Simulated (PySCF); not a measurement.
Sn(Br)(OH)3 (BrH3O3Sn), SMILES [OH][Sn]([OH])([OH])[Br].

Geometry: r2SCAN-D4/def2-SVP. The structure was generated by enumeration; whether it is a known compound was not checked. The def2 effective core potentials stand for the cores of Sn; spin–orbit coupling is left out. Other conformers were not sampled.

Level of theory: PBE/def2-TZVP in PySCF.

Gas-phase values at a fixed geometry.

Computed frontier levels, gap, dipole moment and polarisability:
The highest occupied level is -7.48 eV, the lowest empty level is -3.36 eV and the orbital gap is 4.11 eV. The dipole moment is 1.32 D. The quadrupole, principal values (traceless, Buckingham form, about the centre of nuclear charge) comes out as -10.44, 5.18, 5.27 D·Å and the mean static polarisability is 71.0 bohr³ (10.52 Å³). The polarisability, principal values comes out as 64.1, 64.1, 84.8 bohr³.
